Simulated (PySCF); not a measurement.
## AsOF₃: from structure and modes to constants

These are results of PBE0 in PySCF with As def2-TZVP, O def2-TZVP, F def2-TZVP; no relativity; density-fitted integrals, not measurements.

The singlet minimum has C3v symmetry. Masses (u): As 74.92160, O 15.99492, F 18.99840.

```xyz
5
charge 0 multiplicity 1, angstrom
As    0.0000   -0.1109   -0.0784
O     0.0000   -1.4063   -0.9948
F     1.2808    0.1134    0.9860
F    -1.2808    0.1134    0.9860
F     0.0000    1.3945   -0.8251
```

Harmonic wavenumbers (cm⁻¹): 242.6 (e, ×2), 311.7 (e, ×2), 330.0 (a1, ×1), 760.0 (a1, ×1), 778.9 (e, ×2), 1079.9 (a1, ×1).

(1) Find the principal moments of inertia and the rotational constants. What kind of rotor is it?

(2) What is the harmonic zero-point energy?

(3) Find the vibrational entropy and heat capacity at 298.15 K.

(4) Give the standard entropy (298.15 K, 1 bar) by its translational, rotational, vibrational and spin parts, and Cp.

## Answers

(1) About the centre of mass I = 124.66, 136.15, 136.15 u Å². With B = 16.8576/I this gives 0.1352, 0.1238, 0.1238 cm⁻¹. The molecule is a prolate symmetric top.

(2) Half the sum of all 9 wavenumbers, 4836/2 = 2418 cm⁻¹, which is 28.9 kJ/mol (1 cm⁻¹ = 0.0119627 kJ/mol).

(3) With u = 1.43878 ω/T, each mode gives S = R[u/(eᵘ−1) − ln(1−e⁻ᵘ)] and C = R u² eᵘ/(eᵘ−1)².
| ω (cm⁻¹) | u | S (J/(mol K)) | C (J/(mol K)) |
| --- | --- | --- | --- |
| 242.6 (×2) | 1.171 | 7.46 | 7.43 |
| 311.7 (×2) | 1.504 | 5.66 | 6.91 |
| 330.0 | 1.593 | 5.27 | 6.76 |
| 760.0 | 3.668 | 1.01 | 3.01 |
| 778.9 (×2) | 3.759 | 0.94 | 2.87 |
| 1079.9 | 5.211 | 0.28 | 1.25 |
The sums over all modes are S = 34.7 and C = 45.4 J/(mol K); the softest mode gives 22 % of the entropy (each member, where degenerate).

(4) Sackur–Tetrode with M = 147.91 u gives 171.2; rotation with symmetry number 3 gives 100.3; vibration 34.7; spin R ln 1 = 0.0. The total is 306.2 J/(mol K), and Cp = 4 R + 45.4 = 78.7 J/(mol K).

Only a few start shapes were tried, so a lower isomer may exist.
